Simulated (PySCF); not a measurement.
O₂P₂, SMILES o1p2op12. Heavy atoms are numbered as in [p:1]12[p:2]([o:3]1)[o:4]2.

Geometry optimised at B3LYP-D3(BJ)/def2-SVP.

The numbers are results of PBE0/pcSseg-2 in PySCF, not measurements.

GIAO shieldings, no solvent; atoms alike by connectivity are averaged. δ = σ(ref) − σ: ³¹P against PH3 (σ = 579.7 ppm); ¹⁷O against H2O (σ = 327.8 ppm), references at their B3LYP-D3(BJ)/def2-TZVP geometries, non-relativistic.

Problem. Estimate the chemical shifts. (Estimate from the structure and the level; the computed values follow.)

Solution. 
```tsv
nucleus	atoms	count	δ (ppm)
³¹P	P1	2	722.1
¹⁷O	O3	2	519.8
```
